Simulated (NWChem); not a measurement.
Molecule: SeF2; SMILES F[Se]F

Results from NWChem. Structure relaxed at the PBE0/def2-SVP level. Ions are spin-unrestricted doublets at the neutral geometry; other ion states weren't tried.

For level PBE/def2-SVP:

| Item | Result |
|---|---|
| vertical ionisation energy, ΔSCF (eV) | 9.55 |
| −ε(HOMO) (eV) | 5.47 |

What are these values for level PBE0/def2-SVP?

vertical ionisation energy, ΔSCF (eV): 9.95
−ε(HOMO) (eV): 7.03
